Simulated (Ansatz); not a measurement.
Two isomers of C2H5GeN: A = `N=[C]1[CH2][GeH2]1`, B = `[CH3][GeH]1[CH]=[N]1`.

Computed with Ansatz on PBE0-D4/def2-TZVP structures; ΔE is electronic, products minus reactants. CCSD(T)/CBS is the MP2 limit (def2-TZVPP, def2-QZVPP) plus CCSD(T) − MP2 in def2-TZVPP, frozen cores. DFT in def2-TZVPP. B3LYP here is the variant with VWN-RPA as its local correlation; programs differ in this. For Ge outer-core shells are correlated without core-valence functions, which leaves a few kJ/mol of doubt a bond. Scalar relativity is left out up to krypton. Each species was taken in one conformer, which may not be the lowest.

(1) Which isomer does CCSD(T)/CBS put lower? Give the gap. (Estimate.)

(2) Give E(B) − E(A) in kcal/mol with CCSD(T)/def2-TZVPP, CCSD(T)/def2-SVP, B2PLYP, ωB97M-V, PBE-D4, B3LYP-D4, BLYP-D4. (Best estimate.)

(3) Does the order hold for the free energy at 298.15 K (harmonic terms from PBE0-D4)? (An estimate is asked.)

Largest T1 diagnostic: 0.015.

Answers

(1) Computed: B, by 15.7 kcal/mol.

(2) The calculation gave: CCSD(T)/def2-TZVPP -15.6, CCSD(T)/def2-SVP -14.0, B2PLYP -15.2, ωB97M-V -13.6, PBE-D4 -12.1, B3LYP-D4 -13.3, BLYP-D4 -13.6. None reverses the order clearly.

(3) Ansatz gave: Yes: G(B) − G(A) = -15.1 kcal/mol, for one conformer each.

From BLYP to BHLYP (50 % exact exchange), in def2-TZVPP and without D4, E(B) − E(A) moves by +0.8 kcal/mol. Leaving LDA and LC-ωPBE aside and taking each functional with its dispersion term where it has one, the values spread over 3.2 kcal/mol, from B2PLYP to PBE0-D4. LDA lies +3.7 kcal/mol from PBE without D4.
